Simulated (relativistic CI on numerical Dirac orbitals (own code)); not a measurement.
**Inner-shell lines of Tl70+**

Method of calculation: Dirac-Coulomb-Breit CI, separate exchange-only KLI orbitals for each configuration, model QED, valence Slater integrals scaled by 0.85 (own radial code, finite nucleus).

CI space (outside the closed core 2s2 2p6): 1s2 3s, 1s 3s 3p, 1s 3s 4p, 1s 3p2, 1s2 3p, 1s 3p 4p. Levels of other configurations are missing.

The table holds the strongest lines. The upper levels have an inner-shell vacancy. Auger decay, open to those above the ionisation limit, is not computed, and radiative decays to configurations outside the model are missing too. Absolute energies can be off by a few tenths of a per cent, and at this charge the scaling can make term splittings too narrow, so close lines can change order. LS names give the leading component, which can be well under half, for lower levels too. Brackets number the levels in order of energy.

| E (eV) | Upper | Lower | A (s⁻¹) | gA (s⁻¹) |
| --- | --- | --- | --- | --- |
| 83328.1 | 1s 3s 3p 4P°_3/2 [5] | 1s2 3s 2S_1/2 [1] | 3.49e+15 | 1.39e+16 |
| 83331.7 | 1s 3p2 4P_1/2 [7] | 1s2 3p 2P°_1/2 [2] | 5.49e+15 | 1.10e+16 |
| 83338.9 | 1s 3p2 4P_3/2 [12] | 1s2 3p 2P°_3/2 [3] | 2.82e+15 | 1.13e+16 |
| 83342.6 | 1s 3p2 2D_5/2 [13] | 1s2 3p 2P°_3/2 [3] | 3.63e+15 | 2.18e+16 |
| 83346.0 | 1s 3p2 2P_1/2 [14] | 1s2 3p 2P°_3/2 [3] | 3.68e+15 | 7.35e+15 |
| 83921.7 | 1s 3p2 2P_1/2 [14] | 1s2 3p 2P°_1/2 [2] | 7.55e+15 | 1.51e+16 |
| 83935.9 | 1s 3s 3p 2P°_3/2 [9] | 1s2 3s 2S_1/2 [1] | 7.13e+15 | 2.85e+16 |
| 83939.6 | 1s 3p2 4P_5/2 [16] | 1s2 3p 2P°_3/2 [3] | 1.95e+15 | 1.17e+16 |
| 83939.8 | 1s 3p2 2D_3/2 [15] | 1s2 3p 2P°_1/2 [2] | 6.29e+15 | 2.52e+16 |
| 83955.3 | 1s 3p2 2P_3/2 [17] | 1s2 3p 2P°_3/2 [3] | 1.12e+16 | 4.48e+16 |
| 83959.6 | 1s 3s 3p 2P°_1/2 [10] | 1s2 3s 2S_1/2 [1] | 7.18e+15 | 1.44e+16 |
| 83967.3 | 1s 3p2 2S_1/2 [18] | 1s2 3p 2P°_3/2 [3] | 5.64e+15 | 1.13e+16 |
| 87361.5 | 1s 3p 4p 2D_5/2 [33] | 1s2 3p 2P°_3/2 [3] | 1.38e+15 | 8.25e+15 |
| 87582.0 | 1s 3p 4p 2P_1/2 [31] | 1s2 3p 2P°_1/2 [2] | 3.08e+15 | 6.17e+15 |
| 87594.5 | 1s 3p 4p 2D_3/2 [32] | 1s2 3p 2P°_1/2 [2] | 1.81e+15 | 7.25e+15 |
| 87601.9 | 1s 3s 4p 2P°_3/2 [26] | 1s2 3s 2S_1/2 [1] | 1.87e+15 | 7.47e+15 |
| 87605.2 | 1s 3s 4p 2P°_1/2 [27] | 1s2 3s 2S_1/2 [1] | 3.03e+15 | 6.05e+15 |
| 87609.3 | 1s 3p 4p 2D_5/2 [40] | 1s2 3p 2P°_3/2 [3] | 1.99e+15 | 1.19e+16 |
| 87614.8 | 1s 3p 4p 2D_5/2 [41] | 1s2 3p 2P°_3/2 [3] | 1.09e+15 | 6.53e+15 |
| 87622.6 | 1s 3p 4p 2P_3/2 [42] | 1s2 3p 2P°_3/2 [3] | 1.85e+15 | 7.40e+15 |
